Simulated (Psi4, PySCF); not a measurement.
H3FO2Si (SMILES O[SiH](O)F), singlet, at a GFN2-xTB geometry. Base run: HF/6-31G, TDA (PySCF).

Here is a job for PySCF.
```python
from pyscf import gto, scf, tdscf

mol = gto.M(
    atom='''
Si    0.327173    0.026510   -0.111651
O    -0.328354    1.457746   -0.414853
O    -0.538511   -1.125839   -0.846149
F     0.258373   -0.298805    1.466884
H     1.715485    0.121667   -0.475666
H    -1.273434    1.587430   -0.439377
H    -0.412907   -2.046238   -0.635772
''',
    basis='6-31g',
    charge=0,
    spin=0,
    verbose=3,
)

mf = scf.RHF(mol)
mf.kernel()
td = mf.TDA()
td.nstates = 5
td.kernel()
td.analyze()
```

Programs used: Psi4, PySCF; a row that names a program was run with it.

The base run was repeated with changes; each row names its change, and settings that it needs were set with it.

| change | first excitation (eV) | oscillator strength of the first | second (eV) |
|---|---|---|---|
| base | 10.46 | 0.036 | 10.79 |
| code = psi4 | 10.46 | 0.036 | 10.79 |
| functional = m062x | 9.09 | 0.029 | 9.41 |
| functional = lc_wpbe | 9.32 | 0.025 | 9.65 |
| guess vectors = 13 for 5 states | 10.46 | 0.036 | 10.79 |
| functional = blyp | 7.81 | 0.000 | 8.18 |
| basis = cc-pVDZ | 10.47 | 0.035 | 10.71 |
| nstates = 10 | 10.46 | 0.036 | 10.79 |
| functional = wb97x | 9.23 | 0.026 | 9.56 |
| response = full linear response | 10.42 | 0.034 | 10.75 |
| functional = b3lyp | 8.67 | 0.012 | 8.93 |

An iterative solver can miss low states, so a row lists the states that it found.
